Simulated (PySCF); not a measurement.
A structure optimised at TPSSh-D3(BJ)/def2-SVP, used in a PySCF frequency run:

```
S
F 1 1.5937
F 1 1.5937 2 90.00
F 1 1.5937 2 90.00 3 -90.00
F 1 1.5937 2 90.00 3 180.00
F 1 1.5937 2 90.00 3 90.00
F 1 1.5937 3 90.00 2 180.00
```

Task: Write its SMILES, formula and point group.

Result: FS(F)(F)(F)(F)F, F₆S, Oh

Task: What are its rotational constants (standard atomic weights)?

Result: 2.6184, 2.6184, 2.6184 GHz
